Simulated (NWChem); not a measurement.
Species: CH$_{3}$OS anion

```xyz
6

C      0.4088     1.3899     0.0000
S     -0.5542    -0.1792     0.0000
O      0.5770    -1.3266     0.0000
H      1.0511     1.4530     0.8962
H     -0.3036     2.2343     0.0000
H      1.0511     1.4530    -0.8962
```
Atoms are numbered in this order, from 1.

Program: NWChem. Pople sets run with spherical d functions. Sets without diffuse functions describe the anion's extra electron poorly. Structure relaxed at the B3LYP/def2-SVPD level. The highest occupied level is positive in some or all of these runs, so the extra electron may be held by the finite basis. Level M06-2X/6-31G*: energy and gradient on several grids; changes count from the extra-fine grid, which is no exact limit either.

| grid | size of the energy change (μHa) | largest change of a gradient component (μHa/bohr) |
|---|---|---|
| xcoarse | 30000 | 4000 |
| coarse | 400 | 500 |
| medium | 10 | 100 |
| fine | < 10 | 50 |
| xfine | < 10 | < 30 |
